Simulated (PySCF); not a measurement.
Run record for 2-chloro-4-fluorotoluene, `Cc1ccc(F)cc1Cl`: B3LYP/def2-SVPD, start guess atom, energy threshold 1e-07 Eh, full TDDFT, 25 singlets.

Method: TDDFT B3LYP/def2-SVPD, vertical, gas phase, core orbitals frozen in the response (PySCF 2.14.0, density-fitted response routines). Geometry: GFN2-xTB. The input is one job of a driver script: a line of settings, then coordinates in Å.

Command:
```bash
OMP_NUM_THREADS=1 python probes_run.py task.json out
```

Input:
```
{"job": {"kind": "uv", "xc": "B3LYP", "basis": "def2-SVPD", "nstates": 25, "ntriplets": 0, "tda": false, "scf": {"guess": "atom", "conv": 1e-07}}, "charge": 0, "multiplicity": 1}
C      2.200193    -0.240561     0.065659
C      0.711429    -0.110800     0.023750
C     -0.115825    -1.224745     0.088766
C     -1.494290    -1.112145     0.049617
C     -2.051013     0.147937    -0.058428
F     -3.391729     0.277710    -0.098759
C     -1.269335     1.286469    -0.126536
C      0.106753     1.141087    -0.084810
Cl     1.089044     2.560246    -0.170357
H      2.495150    -1.282288     0.152304
H      2.602975     0.313173     0.912519
H      2.640857     0.177897    -0.838182
H      0.331484    -2.203796     0.172398
H     -2.131518    -1.980044     0.100432
H     -1.728589     2.257847    -0.210285
```

**Question.** Predict the output.

**Answer.** 
```
final grid: 134040 points
cycle   1  E = -829.6768409409  dE =  2.836e+00  |g| = 1.138e+00  |ddm| = 1.968e+01
cycle   2  E = -829.4709847625  dE =  2.059e-01  |g| = 1.403e+00  |ddm| = 8.904e+00
cycle   3  E = -830.0108121994  dE = -5.398e-01  |g| = 2.470e-01  |ddm| = 4.581e+00
cycle   4  E = -830.0236083702  dE = -1.280e-02  |g| = 1.155e-01  |ddm| = 9.984e-01
cycle   5  E = -830.0268587282  dE = -3.250e-03  |g| = 3.105e-02  |ddm| = 3.787e-01
cycle   6  E = -830.0271108316  dE = -2.521e-04  |g| = 1.003e-02  |ddm| = 1.412e-01
cycle   7  E = -830.0271323156  dE = -2.148e-05  |g| = 3.071e-03  |ddm| = 2.950e-02
cycle   8  E = -830.0271343298  dE = -2.014e-06  |g| = 7.148e-04  |ddm| = 7.991e-03
cycle   9  E = -830.0271344330  dE = -1.032e-07  |g| = 3.931e-04  |ddm| = 3.198e-03
cycle  10  E = -830.0271344736  dE = -4.062e-08  |g| = 8.338e-05  |ddm| = 1.492e-03
converged SCF energy = -830.0271344736

Static polarisability (au): isotropic 94.632, principal 58.321 104.334 121.240

Singlet excitations
state   eV       nm        f      main configurations
  1   5.1139    242.4   0.02707   H->L 0.67, H-1->L+1 0.22
  2   5.8114    213.3   0.03900   H-1->L 0.44, H->L+1 0.44, H->L 0.11
  3   6.2097    199.7   0.00125   H->L+2 0.94
  4   6.5308    189.8   0.38475   H-1->L 0.46, H->L+1 0.45
  5   6.5492    189.3   0.00687   H->L+3 0.96
  6   6.6744    185.8   0.00018   H-1->L+2 0.91
  7   6.7301    184.2   0.56840   H-1->L+1 0.73, H->L 0.19
  8   6.8210    181.8   0.00030   H-2->L 0.97
  9   7.0212    176.6   0.00494   H-1->L+3 0.92
 10   7.0986    174.7   0.00166   H->L+4 0.95
 11   7.2683    170.6   0.00000   H->L+5 0.95
 12   7.3348    169.0   0.00050   H-2->L+1 0.96
 13   7.5075    165.1   0.00003   H->L+6 0.83, H-1->L+4 0.10
 14   7.5356    164.5   0.00653   H-1->L+4 0.80, H->L+6 0.11
 15   7.7238    160.5   0.00192   H-1->L+5 0.91
 16   7.7656    159.7   0.09797   H-3->L 0.92
 17   7.8463    158.0   0.00325   H-4->L 0.98
 18   7.9379    156.2   0.00942   H-2->L+2 0.95
 19   7.9581    155.8   0.00078   H-1->L+6 0.95
 20   8.0902    153.3   0.01138   H->L+7 0.96
 21   8.1160    152.8   0.06635   H-3->L+1 0.87
 22   8.1165    152.8   0.00108   H->L+8 0.93
 23   8.1563    152.0   0.00002   H-4->L+1 0.93
 24   8.2364    150.5   0.00822   H->L+9 0.96
 25   8.3213    149.0   0.00000   H-5->L 0.92
```

H and L stand for HOMO and LUMO; the number after each pair is its weight.

**Question.** How does the lowest singlet excitation compare with the HOMO–LUMO gap?

**Answer.** HOMO -6.95 eV and LUMO -1.02 eV give a gap of 5.93 eV; S1 at 5.11 eV lies 0.82 eV below it.

**Question.** Give the mean polarisability as a volume in Å³, and the ratio of the largest to the smallest principal value.

**Answer.** 94.632 au × 0.148185 = 14.02 Å³; 121.240/58.321 = 2.08.

In short: SCF converged in 10 cycles with 238 basis and 894 fitting functions; HOMO -6.95 eV, LUMO -1.02 eV; lowest singlet 5.11 eV; mean polarisability 94.6 au.

**Question.** How long does this job take on Arm Neoverse V1, one thread, shared host with 32 logical CPUs at a one-minute load of 20? And the peak memory of the process?

**Answer.** About 76 s, with 0.96 GiB resident at the peak, the Python interpreter and its libraries included.
